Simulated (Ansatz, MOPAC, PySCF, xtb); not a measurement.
Complex: GeH4 (SMILES [GeH4]) (first 5 atoms) with C2H6O (SMILES COC); geometry from B3LYP-D3(BJ)/def2-TZVP, rigid monomers moved along the line of their centres of mass till Ge1···O7 is 3.61 Å.
(charge 0, multiplicity 1):
```xyz
14

Ge     0.27548     0.00491     0.66784
H     -0.18959    -1.42929     0.94693
H     -0.71871     1.01108     1.26635
H      0.31994     0.22170    -0.85823
H      1.67846     0.24257     1.23904
C      0.42160     0.88301     4.80983
O      0.03538    -0.35604     4.25595
C     -1.30903    -0.67966     4.53697
H      0.33123     0.87561     5.90337
H     -0.18911     1.70448     4.41368
H      1.46237     1.05047     4.53808
H     -1.48128    -0.76098     5.61761
H     -1.51726    -1.63993     4.06829
H     -1.99432     0.07450     4.12906
```

```
level                            interaction energy (meV)  cost
-------------------------------  ------------------------  ----
GFN-FF                                              -50.4     -
PM6                                                 -10.6     -
GFN1-xTB                                           -294.6     -
GFN2-xTB                                           -142.1     -
HF/6-31G* (no counterpoise)                         -51.1     -
HF/aug-cc-pVDZ                                      -19.3     -
PBE/def2-TZVPPD                                     -40.5    ×1
PBE-D3(BJ)/def2-TZVPPD                              -90.6    ×1
PBE-D4/def2-TZVPPD                                  -95.5    ×1
BP86/6-31G* (no counterpoise)                       -30.3     -
r2SCAN/def2-TZVPPD                                  -59.9    ×2
r2SCAN-D3(BJ)/def2-TZVPPD                           -84.4    ×2
B3LYP/def2-TZVPPD                                   -11.7    ×2
B3LYP-D3(BJ)/def2-TZVPPD                            -90.2    ×2
PBE0-D4/def2-TZVPPD                                 -91.7    ×2
M06-2X/6-31G* (no counterpoise)                    -122.8     -
wB97X-V/def2-TZVPPD                                 -90.1    ×3
wB97M-V/def2-TZVPPD                                 -88.5    ×4
MP2/6-31G*                                          -36.1     -
SCS-MP2/aug-cc-pVDZ                                 -67.6     -
```

The rows run from -294.6 (GFN1-xTB) to -10.6 meV (PM6). The dispersion term adds -50.1 in PBE-D3(BJ), -55.0 in PBE-D4, -24.6 in r2SCAN-D3(BJ). The 5 functionals in def2-TZVPPD without D3 or D4 span 78.5, from wB97X-V to B3LYP.

Monomers are frozen at their geometry in the pair; levels with a basis set take the counterpoise correction. Rows marked so take none.

Cores are frozen in the correlated methods. Filled d and f shells under p-block atoms count as core. Rows in 6-31G* carry no dispersion term and start afresh at each structure (6-31G* with six Cartesian d functions); the Pople sets are all-electron and without relativity. MP2/6-31G* freezes PySCF's default core, which leaves 3d correlated. The state reached by PM6 isn't checked.

Programs: Ansatz (Gaussian basis) for Hartree–Fock, density functionals and correlated methods; MOPAC for PM6 (differences of heats of formation); PySCF for 6-31G* rows, the dispersion terms; xtb for the GFN methods. Values without a source in brackets are computed.

Costs are rough ratios of core time to PBE/def2-TZVPPD (about 22 s over the structures, on one shared machine); a dash marks a level with no comparable run of its own.

Ansatz is an electronic-structure program.
